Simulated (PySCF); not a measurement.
# From computed data to an observable: dipole moment from atomic charges

Si(F)2(I)(OH) (F₂HIOSi), SMILES O[Si](F)(I)F. Atoms are numbered in the order given.

```xyz
6

O      1.5382     1.7145     0.0000
Si     0.0001     1.1805     0.0000
F     -0.8026     1.7354     1.2759
F     -0.8026     1.7354    -1.2759
I      0.0084    -1.2103     0.0000
H      1.6919     2.6657     0.0000
```

Geometry optimised at PBE0-D3(BJ)/def2-SVP. This is a generated structure with no PubChem entry under its InChIKey; it may be hypothetical. The def2 effective core potentials stand for the cores of I; spin–orbit coupling is left out. The values are those of a single conformer.

Charges (e) from CAM-B3LYP/def2-TZVP (PySCF):

```tsv
atom	ESP fit	Mulliken
O1	-0.611	-0.486
Si2	0.522	0.807
F3	-0.203	-0.290
F4	-0.203	-0.290
I5	0.005	-0.077
H6	0.489	0.336
```

The dipole moment of the full density is 1.32 D.

Question: What dipole moment does each set of point charges give, and which comes closer to that of the density?

Answer: 
μ = Σ q r, and 1 e Å = 4.8032 D.
ESP fit: Σ q r = (0.213, 0.162, 0.000) e Å, |μ| = 1.29 D.
Mulliken: Σ q r = (0.286, 0.102, 0.000) e Å, |μ| = 1.46 D.
ESP fit comes closer in size. Point charges leave out the atoms' own dipoles (lone pairs, polarised bonds); fits to the potential absorb them, partitions of the density don't.
